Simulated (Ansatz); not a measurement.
A nudged elastic band was laid between two geometries of BH6NSn (9 atoms, charge 0, multiplicity 1).

Method: Ansatz, RKS PBE/def2-SVP.

```
movable images  : 7
climbing image  : yes
spring          : 5.0 eV/Å²
optimiser       : quadratic models (default)
start path      : IDPP
force threshold : 0.05 eV/Å
iteration limit : 58
end points      : relaxed
```

Image 0:

```xyz
9
Properties=species:S:1:pos:R:3
N -0.611 1.296 -1.020
B 0.258 0.215 -0.886
Sn 0.317 -0.970 1.045
H -0.671 1.859 -1.873
H -1.252 1.612 -0.290
H 0.978 -0.070 -1.826
H 1.874 -0.950 1.806
H -0.083 -2.643 0.825
H -0.810 -0.349 2.219
```

Image 8:

```xyz
9
Properties=species:S:1:pos:R:3
N 0.667 1.248 -1.044
B -0.275 0.235 -0.876
Sn -0.349 -0.946 1.056
H 0.737 1.806 -1.898
H 1.357 1.514 -0.338
H -1.048 0.007 -1.789
H 0.886 -0.434 2.173
H -0.118 -2.648 0.822
H -1.858 -0.782 1.894
```

Problem. Which bonds break or form, and what moves?

Solution. No bond is made or broken. The dihedral N1–B2–Sn3–H8 goes from 120 to -121°. The two ends are copies of one structure, up to a mirror image or an exchange of like atoms.

Problem. Give the energies along the band, and the barrier.

Solution. It converged. The highest image is number 4 of 0 to 8, 0.028 eV above the ends, which have the same energy within 2 meV. A vibrational analysis at the climbing image gives one clearly imaginary mode, 84i cm⁻¹: a first-order saddle point.

```csv
image,path coordinate (Å),energy (eV),dihedral N1–B2–Sn3–H8 (°)
0,0.00,0.000,120
1,0.48,0.004,135
2,0.96,0.014,150
3,1.44,0.023,165
4,1.92,0.028,180
5,2.40,0.024,-166
6,2.88,0.015,-151
7,3.35,0.005,-136
8,3.83,0.000,-121
```

Problem. What is the geometry of the highest image?

Solution. 
```xyz
9
Properties=species:S:1:pos:R:3
N 0.017 1.499 -0.940
B -0.006 0.105 -0.938
Sn -0.009 -1.065 1.009
H 0.021 2.050 -1.803
H 0.030 2.081 -0.101
H -0.023 -0.472 -2.010
H 1.389 -0.739 1.988
H -0.049 -2.781 0.775
H -1.369 -0.677 2.020
```

The run took 98 s on 1 thread of Arm Neoverse V2 (shared host), peak memory 0.26 GiB.
